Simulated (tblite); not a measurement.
Species: C5H5F4O (doublet state).
Structure used (GFN2-xTB), in Å, numbered top down from 1:
```xyz
15
C5H5F4O angstrom
C      2.5780   -0.0718    0.4293
O      1.2976   -0.3287   -0.0997
C      0.2848    0.3994    0.3847
C     -1.0171    0.1784   -0.0435
C     -2.1070    0.9045    0.3759
F     -1.9456    1.9041    1.2545
C     -1.2435   -0.9308   -1.0372
F     -0.8176   -2.1186   -0.5826
F     -2.5390   -1.0932   -1.3462
F     -0.6064   -0.7160   -2.1977
H      3.2780   -0.6448   -0.1755
H      2.6421   -0.4007    1.4712
H      2.8254    0.9920    0.3725
H      0.4907    1.1761    1.1086
H     -3.1247    0.7580    0.0638
```

Method: GFN2-xTB as coded in tblite; computed harmonic values from a numerical Hessian at the method's own geometry, unscaled. The method is semi-empirical: single wavenumbers can be off by several per cent or more. One conformer, not necessarily the lowest. Open shells enter through the occupations alone, without spin polarisation, and single modes of such species can be off by tens of per cent.

Harmonic wavenumbers (cm⁻¹): 35.2, 59.4, 98.1, 112.2, 159.8, 171.2, 226.4, 287.2, 293.1, 336.8, 359.9, 444.9, 473.1, 580.7, 582.7, 601.6, 641.3, 704.0, 792.8, 1017.2, 1053.7, 1055.7, 1088.2, 1114.1, 1133.0, 1146.6, 1221.0, 1257.7, 1295.3, 1399.5, 1453.4, 1454.5, 1459.4, 1532.5, 2946.0, 2961.6, 3041.6, 3064.7, 3142.9.

A = 1384, B = 1181, C = 719.7 MHz; mass 157.028 u (most abundant isotopes); point group C1, symmetry number 1; spin multiplicity 2.

Task: Zero-point energy?

Result: ½Σν̃ = 20400 cm⁻¹ = 244.03 kJ/mol.

Task: Give the ideal-gas entropy at 200 K and 1 bar in the rigid-rotor, harmonic-oscillator model (classical rotation).

Result: Translation 163.62, rotation 120.51, vibration 94.84, spin (R ln 2) 5.76: S = 384.7 J/(mol K).

Task: And Cp and H(200 K) − H(0)?

Result: Cp = 128.66 J/(mol K), of which vibrations give 95.40 (their classical limit is 39 R = 324.3); H(200 K) − H(0) = 16.73 kJ/mol without the zero-point energy, 10.08 from vibrations.

Task: What must be added to the electronic energy to get the Gibbs energy at 200 K and 1 bar?

Result: ZPE + [H(200 K) − H(0)] − T·S = 244.03 + 16.73 − 76.95 = 183.81 kJ/mol.

Task: How do the functions run with temperature in this model?

Result: 
| T (K) | S (J/(mol K)) | Cp (J/(mol K)) | H − H(0) (kJ/mol) | G − H(0) (kJ/mol) | ln q(vib) |
| --- | --- | --- | --- | --- | --- |
| 150 | 350.7 | 108.7 | 10.79 | -41.82 | 3.81 |
| 250 | 415.4 | 147.1 | 23.63 | -80.24 | 6.84 |
| 298.15 | 442.8 | 164.0 | 31.12 | -100.91 | 8.24 |
| 400 | 495.6 | 196.1 | 49.50 | -148.75 | 11.09 |
| 600 | 584.7 | 242.7 | 93.74 | -257.06 | 16.27 |
| 900 | 691.6 | 283.5 | 173.28 | -449.17 | 23.14 |

q(vib) and H(0) count from the zero-point level.

Task: Which modes carry the vibrational entropy at 200 K?

Result: 35.2 cm⁻¹: 19.76; 59.4 cm⁻¹: 15.45; 98.1 cm⁻¹: 11.38; 112.2 cm⁻¹: 10.32; 159.8 cm⁻¹: 7.60; 171.2 cm⁻¹: 7.09 J/(mol K); the other 33 give 23.25 together.

Hindered rotation and anharmonicity are outside this model. Other conformers, if any are populated, would add a mixing term that is left out.
